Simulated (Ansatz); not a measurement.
**Match the barriers**

Saddle point of ZnH$_{4}$SO$_{2}$, singlet (ZnH₂SO ([OH][Zn][SH]) + H₂O → ZnH₂O₂ ([OH][Zn][OH]) + H₂S (still joined by a long Zn–S bond); bonds formed: S2–H4; dative contacts that become bonds: Zn1–O5; bonds broken: H4–O5; bonds weakened to dative contacts: Zn1–S2), PBE0-D4/def2-TZVP structure:

Zn1  (-0.486, -0.045, -0.529)
S2  (1.700, 0.614, 0.525)
O3  (-1.054, -0.214, -2.218)
H4  (0.514, 0.337, 1.393)
O5  (-0.818, -0.161, 1.319)
H6  (2.158, -0.646, 0.605)
H7  (-0.389, 0.018, -2.868)
H8  (-1.624, 0.097, 1.772)
(Å)

Program: Ansatz 0.2.0. Basis: def2-TZVPP, with def2-QZVPP for the basis limit. Cores are frozen in the correlated methods. The 3s and 3p shells of Cu and Zn are frozen; filled d shells are correlated. Extrapolation: Hartree–Fock as exp(−7.88 √X), correlation as X^−2.97. Four methods, as single points on the PBE0-D4 structures, gave these electronic barriers from the start structure: 21.57, 24.01, 26.47, 35.15 kcal/mol.

(1) The methods were, in alphabetical order, CCSD(T), HF, PBE-D4, r2SCAN-D4. Which gave which? (A judgement: the text doesn't fix the answer.)

The T1 diagnostic stays at or below 0.016.

Answers

(1) Computed: PBE-D4 21.57; r2SCAN-D4 24.01; CCSD(T) 26.47; HF 35.15 kcal/mol. For comparison, CCSD(T) at an estimated basis limit (MP2 extrapolated from triple and quadruple zeta, plus CCSD(T) − MP2 in triple zeta) gives 26.86 kcal/mol.

Labels in which every atom is bracketed show which atoms are joined, not bond orders.

For scale, one of the runs: CCSD(T)/def2-TZVPP, 224 basis functions, launched by `ansatz run in.yaml --threads 8 --pin off --events-out ev --progress --plain --max-ram 19148MiB`. Hardware: 8 CPU threads of an Arm Neoverse V1, shared host. Wall time 73 s; peak host memory 3.6 GiB.
